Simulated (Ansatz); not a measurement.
`N[BH][GeH3]` at its PBE0-D4/def2-TZVP geometry, where that method's forces vanish. Charge 0, multiplicity 1.

```tsv
atom	x (Å)	y (Å)	z (Å)
N1	-0.981	0.546	1.213
B2	-0.579	-0.480	0.376
Ge3	0.927	-0.173	-1.001
H4	-0.578	1.468	1.198
H5	-1.711	0.440	1.899
H6	-1.128	-1.540	0.478
H7	2.126	-1.114	-0.767
H8	1.473	1.273	-0.950
H9	0.451	-0.422	-2.446
```

Problem. For each bond, give half the difference of the two atoms' forces along it (eV/Å; positive pushes the atoms apart) under PBE-D4, r2SCAN-D4, B3LYP-D4, ωB97M-V in def2-TZVPP. (Estimate.)

Solution. Computed: 
| bond | length (Å) | PBE-D4 | r2SCAN-D4 | B3LYP-D4 | ωB97M-V |
| --- | --- | --- | --- | --- | --- |
| N1–B2 | 1.384 | 0.11 | 0.14 | 0.09 | 0.16 |
| N1–H4 | 1.007 | 0.20 | -0.02 | -0.02 | -0.06 |
| N1–H5 | 1.007 | 0.20 | -0.01 | -0.01 | -0.06 |
| B2–Ge3 | 2.064 | -0.16 | -0.05 | 0.08 | 0.03 |
| B2–H6 | 1.198 | 0.02 | -0.06 | -0.16 | -0.15 |
| Ge3–H7 | 1.542 | 0.10 | -0.03 | -0.01 | -0.07 |
| Ge3–H8 | 1.546 | 0.09 | -0.04 | 0.00 | -0.06 |
| Ge3–H9 | 1.542 | 0.10 | -0.03 | -0.01 | -0.07 |

B3LYP here is the variant with VWN-RPA as its local correlation; programs differ in this.
